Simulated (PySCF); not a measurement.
C5H13FGeSi, SMILES [CH3][Ge]([CH3])(/[CH]=C/[SiH2]F)[CH3] (GFN2-xTB optimised geometry):

```
21

Si    -1.468     2.273     0.927
F     -0.981     2.931    -0.463
C     -0.849     0.502     0.956
C     -0.109    -0.055     0.000
Ge     0.545    -1.914     0.000
C     -0.125    -2.874     1.606
C     -0.099    -2.826    -1.647
C      2.535    -1.914     0.000
H     -0.864     3.104     1.959
H     -2.922     2.362     0.882
H     -1.118    -0.104     1.813
H      0.161     0.548    -0.859
H      0.223    -3.903     1.601
H     -1.211    -2.886     1.628
H      0.230    -2.404     2.519
H      0.258    -2.315    -2.536
H      0.258    -3.851    -1.678
H     -1.184    -2.843    -1.679
H      2.921    -1.450     0.902
H      2.922    -1.367    -0.854
H      2.913    -2.931    -0.049
```

Method: B3LYP/def2-SVP in PySCF.

What are the frontier orbital energies and the dipole moment?

HOMO-2 -8.03 eV, HOMO-1 -7.56 eV, HOMO -7.44 eV, LUMO -0.67 eV, LUMO+1 0.52 eV; dipole moment 1.95 D.

Meta-Löwdin charges at B3LYP/def2-SVP: Si1 0.94, F2 -0.48, C3 -0.35, C4 -0.26, Ge5 0.76, C6 -0.50, C7 -0.50, C8 -0.50, H9 -0.13, H10 -0.13, H11 0.10, H12 0.10, H13 0.11, H14 0.10, H15 0.10, H16 0.10, H17 0.10, H18 0.11, H19 0.11, H20 0.10, H21 0.10.
